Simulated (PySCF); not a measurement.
W(O)(S)(NH2)2 (H4N2OSW), SMILES [NH2][W]([NH2])(=[O])=[S], multiplicity 1. Coordinates come from a PBE-D3(BJ)/def2-SVP optimisation. The spin state was assumed, not searched. The structure was generated by enumeration; whether it is a known compound was not checked. The def2 effective core potentials stand for the cores of W; spin–orbit coupling is left out. The values are those of a single conformer.

Computed equilibrium geometry at PBE-D3(BJ)/def2-SVP (PySCF confirms it by a frequency run) as Cartesian coordinates in Å, and its point group (one conformer of several):
point group Cs.
```xyz
9

W      0.1481    -0.0470     0.0000
O      0.7989    -1.6450     0.0000
S     -2.0213     0.0348     0.0000
N      0.7909     0.8383    -1.6186
H      0.3125     1.6062    -2.0989
H      1.6473     0.5674    -2.1119
N      0.7909     0.8383     1.6186
H      1.6473     0.5674     2.1119
H      0.3125     1.6062     2.0989
```
Charge 0, spin multiplicity 1.
